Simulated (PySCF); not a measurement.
AlBr, optimised at PBE/def2-SVP:

```xyz
2

Al     0.0033    -0.8592     0.7877
Br    -0.0033     0.8592    -0.7877
```

Energies from PySCF (xtb for GFN2), thermal terms from the rigid-rotor harmonic-oscillator model, ideal gas at 1 bar. 6-31G* has spherical d functions here. All species are closed-shell singlets. B3LYP is the form with VWN-RPA correlation. Br: all electrons, no relativistic terms.

**Question.** List the harmonic frequencies (cm⁻¹, unscaled) at this level and at the other levels, each on its own geometry.

**Answer.** 
- PBE/def2-SVP: 370
- B3LYP/6-31G*: 360
- GFN2-xTB: 443
- HF/6-31G*: 370
- PBE0/def2-TZVP: 370
